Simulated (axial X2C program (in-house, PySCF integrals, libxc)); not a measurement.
# LiAs: cheaper levels and CCSD(T), 2c

Calculated with an in-house all-electron X2C program for linear molecules (integrals from PySCF). Two-component (2c) means X2C with spin–orbit coupling and atomic mean-field two-electron Coulomb and Gaunt terms. Basis: As dyall-cv3z [9s9p6d4f1g], Li dyall-cv3z [7s8p2d] (cores contracted in-house); Gaussian nuclei, density fitting, unrestricted open shells. Masses: As 74.922 u, Li 7.016 u.

State: Ω = 1 (⟨Sz⟩ = 0.99, ⟨Lz⟩ = 0.01 at HF); fragments As + Li.

| level | Re (Å) | ωe (cm⁻¹) | De (eV) |
| --- | --- | --- | --- |
| PBE0 | 2.414 | 438.8 | 1.64 |
| HF | 2.440 | 438.7 | 0.646 |
| MP2 | 2.444 | 432.0 | 1.35 |
| CCSD | 2.442 | 430.6 | 1.46 |
| B3LYP | 2.417 | 433.2 | 1.77 |

Correlated methods: 6 electrons correlated (number of frozen shells: As 3 s, 2 p, 1 d; Li 1 s), 206 virtual spin orbitals or spinors in MP2, 68 natural virtuals in coupled cluster.

CCSD(T), same Hamiltonian and basis:

Re = 2.445 Å, ωe = 427.9 cm⁻¹, De = 1.50 eV; T1 = 0.011 (Lee–Taylor normalisation).

Give the differences from CCSD(T) in the columns below.



```csv
level,ΔRe (Å),Δωe (cm⁻¹),ΔDe (eV)
PBE0,-0.031,11,0.14
HF,-0.005,11,-0.85
MP2,-0.001,4,-0.15
CCSD,-0.003,3,-0.04
B3LYP,-0.028,5,0.27
```

The state is one determinant whose occupation by symmetry is held fixed; it was picked as the lowest of a PBE0 search that is not exhaustive. Dissociation energies refer to the lowest single-determinant-based atoms at the same level and basis. Density functionals use the spin component along the axis (collinear). CCSD and (T) use frozen natural virtuals with an MP2 correction for the truncation; (T) itself is uncorrected, so its De runs slightly low. Other states lie close and PBE0, whose exact exchange favours high spin, may order them wrongly; the determinant shown need not be the ground state. The nearest other 2c determinant of the search, Ω = 2, lies 0.73 eV up at the distance of the search. With several unpaired electrons one determinant need not be a pure state. Open-shell Ω = 0 determinants with evenly filled partner blocks cannot be reached by this program, so the Ω shown need not be the lowest component. This is the Ω = 1 component of a π² triplet; the 0⁺ component is not one determinant and can lie lowest. Some points did not converge and are left out. The stretched end of a curve changes character and is left out.
